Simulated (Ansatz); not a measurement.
`C=C([SiH3])CC(N)=[Se]` at its PBE0-D4/def2-TZVP geometry, where that method's forces vanish. Total charge 0; spin multiplicity 1.

```xyz
16

C     1.1647   -1.5926   -0.0664
C     0.0714   -0.8392    0.0542
Si   -0.8295   -0.7280    1.6968
C    -0.4717   -0.0624   -1.1165
C    -0.3189    1.4335   -0.9677
N     0.8524    1.8241   -0.4757
Se   -1.6045    2.5852   -1.4585
H     1.5699   -2.1563    0.7680
H     1.6880   -1.6907   -1.0163
H    -0.1044   -1.5632    2.6889
H    -2.2216   -1.2234    1.5376
H    -0.8818    0.6800    2.1686
H     0.0573   -0.3507   -2.0341
H    -1.5297   -0.2702   -1.2769
H     1.0337    2.8063   -0.3555
H     1.5246    1.1476   -0.1467
```

**Question.** What forces (eV/Å) does r2SCAN-D4/def2-TZVPP give on these atoms in the Gaussian-basis code of Ansatz? (Estimate.)

**Answer.** The calculation gave: 
```
C1   0.209 -0.148 -0.009
C2  -0.121  0.033  0.106
Si3 -0.015 -0.008  0.037
C4  -0.068 -0.078 -0.093
C5  -0.197 -0.033 -0.060
N6   0.246  0.081  0.088
Se7 -0.116  0.129 -0.049
H8  -0.001  0.006 -0.014
H9   0.000  0.002 -0.001
H10 -0.022  0.023 -0.021
H11  0.021  0.016  0.005
H12 -0.006 -0.020 -0.006
H13  0.010 -0.011 -0.009
H14  0.009  0.001  0.000
H15  0.013  0.026  0.008
H16  0.038 -0.018  0.018
```
